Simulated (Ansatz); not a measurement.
Consider the cleavage of the B–Ge bond: `[SiH3][GeH2][B](Cl)Cl` + `C[SeH]` → `C[Se]B(Cl)Cl` + `[SiH3][GeH3]`.

Program: Ansatz. Geometries: PBE0-D4/def2-TZVP. ΔE: electronic, gas phase. CCSD(T)/CBS adds triple-zeta CCSD(T) − MP2 to the extrapolated MP2 energy (def2 sets, frozen cores). Functionals use def2-TZVPP. B3LYP here is the variant with VWN-RPA as its local correlation; programs differ in this. For Ge, Se outer-core shells are correlated without core-valence functions, which leaves a few kJ/mol of doubt a bond. Scalar relativity is left out up to krypton. One conformer a species, not always the lowest.

`[SiH3][GeH2][B](Cl)Cl`:

Z-matrix (Å, degrees):
```
Si
Ge 1 2.385
H 1 1.486 2 109.6
H 1 1.486 2 110.5 3 -120.3
H 1 1.486 2 109.6 3 119.5
B 2 2.060 1 107.7 3 -59.4
H 2 1.538 1 109.3 3 -179.7
H 2 1.538 1 109.3 3 60.9
Cl 6 1.743 2 120.7 1 88.7
Cl 6 1.743 2 120.6 1 -87.8
```

`C[SeH]`:

```xyz
6

C    -0.448   -0.291   -0.115
Se    1.297    0.021    0.696
H    -1.179    0.418    0.267
H    -0.737   -1.299    0.176
H    -0.381   -0.234   -1.199
H     1.449    1.385    0.174
```

`C[Se]B(Cl)Cl`:

```xyz
8

C     1.204   -0.268    0.616
Se   -0.695   -0.292    1.049
B    -1.458    0.282   -0.612
Cl   -0.492    0.670   -2.016
Cl   -3.199    0.414   -0.700
H     1.405   -0.958   -0.199
H     1.727   -0.587    1.516
H     1.508    0.740    0.345
```

`[SiH3][GeH3]`:

Cartesian coordinates in Å:
```
Si -0.002 -1.042 0.596
Ge 0.002 1.022 -0.585
H 1.112 -1.904 0.120
H -1.288 -1.754 0.378
H 0.170 -0.796 2.052
H 1.325 1.772 -0.359
H -1.151 1.921 -0.107
H -0.167 0.782 -2.095
```

**Question.** Is it downhill or uphill in electronic energy at CCSD(T)/CBS, and by how much? (An estimate is asked.)

**Answer.** Computed: Downhill: ΔE = -0.75 eV.

**Question.** What do these levels give: PBE-D4, r2SCAN-D4, PBE0-D4, B3LYP-D4, ωB97X-V, CCSD/def2-TZVPP, CCSD(T)/def2-TZVPP, HF/def2-QZVPP, MP2/def2-QZVPP, SCS-MP2/def2-QZVPP, MP2/CBS(def2), CCSD/CBS(def2)? (Best estimate.)

**Answer.** The calculation gave: PBE-D4 -0.76, r2SCAN-D4 -0.79, PBE0-D4 -0.76, B3LYP-D4 -0.75, ωB97X-V -0.74, CCSD/def2-TZVPP -0.73, CCSD(T)/def2-TZVPP -0.75, HF/def2-QZVPP -0.72, MP2/def2-QZVPP -0.83, SCS-MP2/def2-QZVPP -0.79, MP2/CBS(def2) -0.83, CCSD/CBS(def2) -0.73 eV.

Largest T1 diagnostic among the species: 0.013.
